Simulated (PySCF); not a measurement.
# How methods differ on the ionisation energy of Ne⁺

Ne⁺ [He] 2s2 2p5 (2P) → Ne²⁺ [He] 2s2 2p4 (3P), as a difference of total energies. Calculation: PySCF 2.14, in dyall-acv3z (15s9p4d2f, 76 functions); the spin-free X2C one-electron Hamiltonian (Gaussian nucleus). Correlated levels: valence: 1s2 frozen; valence and next inner shell: nothing frozen; virtual orbitals above 40 to 60 times the deepest correlated orbital energy dropped. The calculations carry no spin-orbit coupling.

```json
{"method": "UHF", "ionisation energy (eV)": "39.254", "error (eV)": "-1.709"}
{"method": "LDA", "ionisation energy (eV)": "41.434", "error (eV)": "+0.471"}
{"method": "PBE", "ionisation energy (eV)": "41.131", "error (eV)": "+0.168"}
{"method": "PBE0", "ionisation energy (eV)": "40.993", "error (eV)": "+0.030"}
{"method": "r2SCAN", "ionisation energy (eV)": "41.127", "error (eV)": "+0.164"}
{"method": "TPSSh", "ionisation energy (eV)": "40.894", "error (eV)": "-0.069"}
{"method": "revPBE", "ionisation energy (eV)": "41.013", "error (eV)": "+0.050"}
{"method": "PW91", "ionisation energy (eV)": "41.261", "error (eV)": "+0.298"}
{"method": "BHandHLYP", "ionisation energy (eV)": "40.916", "error (eV)": "-0.047"}
{"method": "MP2 (valence)", "ionisation energy (eV)": "40.777", "error (eV)": "-0.186"}
{"method": "SCS-MP2 (valence)", "ionisation energy (eV)": "40.774", "error (eV)": "-0.189"}
{"method": "MP2 (valence and next inner shell)", "ionisation energy (eV)": "40.799", "error (eV)": "-0.164"}
{"method": "SCS-MP2 (valence and next inner shell)", "ionisation energy (eV)": "40.784", "error (eV)": "-0.179"}
```

Reference: 40.963 eV (measured; NIST Atomic Spectra Database, ionization energies).

Errors of the correlated levels include the incompleteness of this basis and the frozen core.
